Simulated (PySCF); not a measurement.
Magnetisability: `C1=NC(CCBr)=NO1`, C4H5BrN2O

Molfile (atoms numbered from 1):
```
C4H5BrN2O
     RDKit          3D

 13 13  0  0  0  0  0  0  0  0999 V2000
   -3.5574    0.5245    0.1962 Br  0  0  0  0  0  0  0  0  0  0  0  0
   -1.7172    0.0467   -0.2239 C   0  0  0  0  0  0  0  0  0  0  0  0
   -0.8380    0.1596    1.0124 C   0  0  0  0  0  0  0  0  0  0  0  0
    0.5742   -0.1021    0.6443 C   0  0  0  0  0  0  0  0  0  0  0  0
    1.2062    0.5364   -0.3893 N   0  0  0  0  0  0  0  0  0  0  0  0
    2.3925    0.0266   -0.3534 C   0  0  0  0  0  0  0  0  0  0  0  0
    2.5432   -0.8723    0.6119 O   0  0  0  0  0  0  0  0  0  0  0  0
    1.3504   -0.9512    1.2547 N   0  0  0  0  0  0  0  0  0  0  0  0
   -1.7418   -0.9732   -0.6061 H   0  0  0  0  0  0  0  0  0  0  0  0
   -1.3824    0.7295   -1.0036 H   0  0  0  0  0  0  0  0  0  0  0  0
   -1.1411   -0.5499    1.7839 H   0  0  0  0  0  0  0  0  0  0  0  0
   -0.9089    1.1726    1.4193 H   0  0  0  0  0  0  0  0  0  0  0  0
    3.2160    0.2534   -0.9998 H   0  0  0  0  0  0  0  0  0  0  0  0
  1  2  1  0
  2  3  1  0
  3  4  1  0
  4  5  1  0
  5  6  2  0
  6  7  1  0
  7  8  1  0
  8  4  2  0
  2  9  1  0
  2 10  1  0
  3 11  1  0
  3 12  1  0
  6 13  1  0
M  END
```

Level of theory: GIAO HF/pcSseg-1 magnetisability, rotational g tensor and spin-rotation constants, non-relativistic, gas phase (PySCF). Geometry: GFN2-xTB.

The calculation is non-relativistic, which matters for the atoms heavier than Zn.

(1) How diamagnetic is it, and how anisotropic?

(2) Split it along the inertial axes a, b, c into diamagnetic and paramagnetic parts about the centre of mass, with the quadrupole moment.

(3) And the rotational g tensor?

Results:

(1) Isotropic -1457 × 10⁻³⁰ J/T², or -87.7 × 10⁻⁶ cm³/mol; principal values -1846, -1309, -1215 × 10⁻³⁰ J/T², anisotropy 589 × 10⁻³⁰ J/T² (root of half the summed squared differences of the principal values). The susceptibility is in cgs units.

(2) 
| axis | χ (10⁻⁶ cm³/mol) | diamagnetic (10⁻⁶ cm³/mol) | paramagnetic (10⁻⁶ cm³/mol) | summed x² of all electrons (Å²) | quadrupole Θ (D Å) |
| --- | --- | --- | --- | --- | --- |
| a | -80.1 | -277.8 | 197.7 | 534.6 | +1.48 |
| b | -74.0 | -2353.5 | 2279.5 | 45.3 | -3.50 |
| c | -109.0 | -2460.2 | 2351.2 | 20.2 | +2.02 |

Anisotropies 2χaa − χbb − χcc = +22.8 and 2χbb − χaa − χcc = +41.1 × 10⁻⁶ cm³/mol. Θ is traceless in Buckingham's convention.

(3) 
| axis | rotational constant (GHz) | g | nuclear part | electronic part |
| --- | --- | --- | --- | --- |
| a | 7.3593 | -0.0934 | 0.5903 | -0.6836 |
| b | 0.4632 | -0.0066 | 0.4895 | -0.4961 |
| c | 0.4445 | +0.0003 | 0.4913 | -0.4910 |

Asymmetric top; isotopes 79Br, 12C, 1H, 14N, 16O; no vibrational averaging.
